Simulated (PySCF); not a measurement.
# SbCl under electron impact: the energy ladder

PBE in PySCF with def2-TZVPPD on every atom (core potentials on Sb), for the lowest determinant that a PBE0 search found; no spin–orbit coupling.

| species | state (unpaired electrons) | Re (Å) | ωe (cm⁻¹) | energy of the minimum from the neutral (eV) | De (eV) | dissociates to |
| --- | --- | --- | --- | --- | --- | --- |
| SbCl | triplet (π ↑↑) | 2.362 | 357 | 0.00 | 3.41 | Sb + Cl |
| SbCl⁺ | doublet (π ↑) | 2.261 | 429 | 8.42 | 3.95 | Sb⁺ + Cl |
| SbCl⁻ | doublet (π ↑) | 2.503 | 272 | -1.25 | 1.00 | Sb + Cl⁻ |

**Question.** Work out the lowest energy to break SbCl into atoms, from its vibrational ground state.

**Answer.** D0 = De − ωe/2 = 3.41 − 0.02 = 3.39 eV (PBE/def2-TZVPPD).

**Question.** Work out the ionisation energy of the Sb atom at this level and the threshold of dissociative ionisation.

**Answer.** IE(Sb) = 8.42 + 3.95 − 3.41 = 8.96 eV, so Sb⁺ + Cl + e⁻ appears at D0 + IE(Sb) = 12.35 eV (PBE/def2-TZVPPD). The measured IE(Sb) is 8.608 eV (NIST ASD).

**Question.** Work out the electron affinity of the Cl atom and the threshold of dissociative attachment.

**Answer.** EA(Cl) = 3.41 − 1.00 − (-1.25) = 3.66 eV, so Sb + Cl⁻ needs D0 − EA(Cl) = -0.27 eV (negative: it is exothermic at zero electron energy) (PBE/def2-TZVPPD). The measured EA(Cl) is 3.613 eV.

**Question.** At which energy does ion-pair formation open?

**Answer.** Sb⁺ + Cl⁻ lies at D0 + IE(Sb) − EA(Cl) = 8.69 eV (PBE/def2-TZVPPD).

These are thermodynamic thresholds; the onsets seen under electron impact lie higher where the geometry changes, and cross-sections peak well above them.

These are scalar-relativistic numbers at best; spin–orbit coupling would shift them, the dissociation energy most. For an ion De counts to the pair picked by the measured ionisation energies or electron affinities, which need not be the lowest pair at this level. The highest Kohn–Sham level is positive in this anion. Much of that is self-interaction error, but it also means that the finite basis helps to hold the extra electron. States were picked by a PBE0 search and need not be the measured ground states.
